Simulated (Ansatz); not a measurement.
Ansatz (an electronic-structure program) input file for BH3N, SMILES [BH]N (connectivity only; charge and spin as stated), charge +1, multiplicity 1, PBE-D3(BJ)/def2-TZVP. 

Ansatz 0.2 input:
```yaml
crystal:
  periodic: [false, false, false]
  atoms:
    - {symbol: B, position_ang: [0.00000000, -0.00000000, 0.78610112]}
    - {symbol: N, position_ang: [0.00000000, 0.00000000, -0.52890025]}
    - {symbol: H, position_ang: [0.00000000, 0.00000001, 1.95625300]}
    - {symbol: H, position_ang: [0.00000000, -0.85290545, -1.09222844]}
    - {symbol: H, position_ang: [0.00000000, 0.85290543, -1.09222844]}
basis:
  gaussian:
    orbitals: def2-TZVP
hamiltonian:
  xc: pbe
  dispersion: d3bj
total_charge: 1
relax: {f_tol: 0.002, max_steps: 200}
```

It prints:

```
WARN ansatz: RAYON_NUM_THREADS=1 ignored (pool sized by the plan → 1); use --threads N
Functional definition: PBE
integrals: 0.01 GiB planned
456 factors; their error is unknown
mean field: 0.14 GiB planned
mean field evaluation 1: about -2185.9470 eV, gradient 1.0e2 eV
mean field evaluation 2: about -2138.8641 eV, gradient 1.5e2 eV
mean field evaluation 4: about -2204.3296 eV, gradient 1.2e1 eV
mean field evaluation 8: about -2204.7127 eV, gradient 3.0e-2 eV
mean field evaluation 16: about -2204.7027 eV, gradient 2.9e-5 eV
mean field -2204.70265383 eV, -81.0213281273 hartree, gradient 2.9e-5 eV, S^2 0.000000; 0 other end points of the search recorded, 0 dependent functions left out
the calculation of the forces begins
reference -2204.70268327 eV, -81.0213292090 hartree; 7, 7 occupied and 73, 73 virtual orbitals, 456 factors
relax step   1: F+E_penalty+E_count = -2204.75158120 eV  Δ(F+E_penalty+E_count) = +0.000e0 eV  max|allowed force component| = 2.360e-1 eV/Å  Δτ_max = 0.0000 Å  (25 SCF iters, accepted)
these checks for a lower state are left out or cut short: starts, cluster_reference, orbital_swaps, neighbouring_geometries, increment
integrals: 0.01 GiB planned
456 factors; their error is unknown
mean field: 0.14 GiB planned
mean field -2204.70586258 eV, -81.0214460466 hartree, gradient 2.1e-5 eV, S^2 0.000000; 0 other end points of the search recorded, 0 dependent functions left out
the calculation of the forces begins
reference -2204.70589213 eV, -81.0214471323 hartree; 7, 7 occupied and 73, 73 virtual orbitals, 456 factors
relax step   2: F+E_penalty+E_count = -2204.75474383 eV  Δ(F+E_penalty+E_count) = -3.163e-3 eV  max|allowed force component| = 6.295e-2 eV/Å  Δτ_max = 0.0080 Å  (30 SCF iters, accepted)
these checks for a lower state are left out or cut short: starts, cluster_reference, orbital_swaps, neighbouring_geometries, increment
integrals: 0.01 GiB planned
456 factors; their error is unknown
mean field: 0.14 GiB planned
mean field evaluation 32: about -2204.7061 eV, gradient 2.1e-5 eV
mean field -2204.70613220 eV, -81.0214559548 hartree, gradient 2.1e-5 eV, S^2 0.000000; 0 other end points of the search recorded, 0 dependent functions left out
the calculation of the forces begins
reference -2204.70616178 eV, -81.0214570419 hartree; 7, 7 occupied and 73, 73 virtual orbitals, 456 factors
relax step   3: F+E_penalty+E_count = -2204.75499665 eV  Δ(F+E_penalty+E_count) = -2.528e-4 eV  max|allowed force component| = 7.047e-3 eV/Å  Δτ_max = 0.0030 Å  (30 SCF iters, accepted)
these checks for a lower state are left out or cut short: starts, cluster_reference, orbital_swaps, neighbouring_geometries, increment
integrals: 0.01 GiB planned
456 factors; their error is unknown
mean field: 0.14 GiB planned
mean field -2204.70613372 eV, -81.0214560109 hartree, gradient 2.1e-5 eV, S^2 0.000000; 0 other end points of the search recorded, 0 dependent functions left out
the calculation of the forces begins
reference -2204.70616331 eV, -81.0214570980 hartree; 7, 7 occupied and 73, 73 virtual orbitals, 456 factors
relax step   4: F+E_penalty+E_count = -2204.75499776 eV  Δ(F+E_penalty+E_count) = -1.111e-6 eV  max|allowed force component| = 9.269e-4 eV/Å  Δτ_max = 0.0002 Å  (30 SCF iters, accepted)
integrals: 0.01 GiB planned
456 factors; their error is unknown
mean field: 0.14 GiB planned
mean field evaluation 64: about -2204.7061 eV, gradient 2.1e-5 eV
mean field -2204.70613372 eV, -81.0214560109 hartree, gradient 2.1e-5 eV, S^2 0.000000; 1 other end points of the search recorded, 0 dependent functions left out
the calculation of the forces begins
reference -2204.70616331 eV, -81.0214570980 hartree; 7, 7 occupied and 73, 73 virtual orbitals, 456 factors
Total energy: -2204.75502735 eV, -81.0232528184 hartree
Atom 0 at    -0.000000     0.000000     0.788300 Å, force     0.000000    -0.000000     0.000927 eV/Å
Atom 1 at    -0.000000     0.000000    -0.530349 Å, force    -0.000000     0.000000     0.000444 eV/Å
Atom 2 at     0.000000     0.000000     1.967319 Å, force     0.000000     0.000000     0.000458 eV/Å
Atom 3 at     0.000000    -0.858185    -1.098136 Å, force     0.000000     0.000278    -0.000915 eV/Å
Atom 4 at     0.000000     0.858185    -1.098136 Å, force     0.000000    -0.000278    -0.000915 eV/Å
Dipole moment:    -0.000000     0.000000     0.068414 e Å
```

The run converged.
